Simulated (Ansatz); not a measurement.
Basis-set extrapolation for `CO[SiH2][SiH2]N` (PBE0-D4/def2-TZVP geometry, frozen core, the Gaussian-basis code of Ansatz). Multiplicity 1, RHF reference.

```
                      def2-TZVPP   def2-QZVPP
                 HF  -750.435209  -750.462164
    MP2 correlation    -0.876652    -0.941508
CCSD(T) correlation    -0.968788      not run
```

Energies in hartree. Use E(X) = E(∞) + A·exp(−7.88·√X) for Hartree–Fock and E(X) = E(∞) + B·X^(−2.97) for correlation, with X = 3 and 4, and add CCSD(T) minus MP2 of the smaller set to the MP2 limit.

Problem. What is the CCSD(T) energy at the basis-set limit?

Solution. HF limit: -750.462164 + (-0.026955) × 0.13774 = -750.46588. MP2 limit: -0.941508 + (-0.064856) × 0.74074 = -0.98955. Higher-order term: -0.968788 − (-0.876652) = -0.09214. Total: -751.54757 hartree, 3.91 eV below CCSD(T)/def2-TZVPP.
